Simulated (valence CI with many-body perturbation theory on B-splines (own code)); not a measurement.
K IV: key properties

Calculated by configuration interaction combined with many-body perturbation theory (CI+MBPT): six valence electrons over a frozen Dirac-Fock core [Ne], radial functions for each j: 9 s, 9 p, 8 d, 6 f, 3 g, 1 h, with the one-electron correlation potential Σ1 (screened to all orders), the two-electron term Σ2, the three-electron term Σ3, Breit, model QED; selected single and double excitations, second order for the rest, scaled by the run's own slope (own B-spline code, finite nucleus).

Against 11 measured levels this calculation errs by 150 cm⁻¹ on average and by 297 at most. These come from a selection out of Sansonetti, J. Phys. Chem. Ref. Data 37, 7 (2008). Levels without a partner in it may be off by more. Among the levels kept, up to 1300 cm⁻¹ of a level comes from second order outside the variational space, and about a tenth of that is noise between levels of different J, which matters for small intervals. 4 measured levels below the end of the list, from 189952 cm⁻¹ on, found no clear computed partner, and computed levels of the same name lie up to 4201 cm⁻¹ from them.

Rates and lifetimes use the calculated energies. Strong lines usually hold to 10 to 20 %, long lifetimes can be off by a factor of two.

(1) What is the ground level?

(2) Among levels below 235031 cm⁻¹, which E1 lines absorb most strongly from the ground level?

(3) Where does the other parity begin?

(4) How well does LS coupling describe the low levels?

(5) Name the longest-lived excited levels whose lifetime is computed, and their main decay.

Answers

(1) 3s²3p⁴ ³P_2, composition 94 % 3s²3p⁴ ³P, g = 1.498.

(2) to 3s3p⁵ ³P°_2 at 74.64 nm, f = 0.0342; to 3s²3p³3d ³D°_3 at 43.43 nm, f = 0.0186; to 3s3p⁵ ³P°_1 at 73.82 nm, f = 0.0115.

(3) At 3s3p⁵ ³P°_2, 133981 cm⁻¹.

(4) Among the lowest 20 levels the leading LS term, summed over configurations, holds 100 % on average. For single configurations the figures are 89 % in LS and 54 % in jj coupling. Terms hardly mix: every one of these levels is at least 95 % one term.

(5) 3s²3p⁴ ³P_0 at 2343 cm⁻¹ lives 56.5 s, mostly by M1 to 3s²3p⁴ ³P_1; 3s²3p⁴ ³P_1 at 1653 cm⁻¹ lives 9.85 s, mostly by M1 to 3s²3p⁴ ³P_2; 3s²3p⁴ ¹D_2 at 16515 cm⁻¹ lives 945 ms, mostly by M1 to 3s²3p⁴ ³P_2. The lifetime of 3s²3p³3d ³G°_4 is too uncertain to give, and may be longer. The lifetime of 3s²3p³3d ³G°_5 is too uncertain to give, and may be longer.
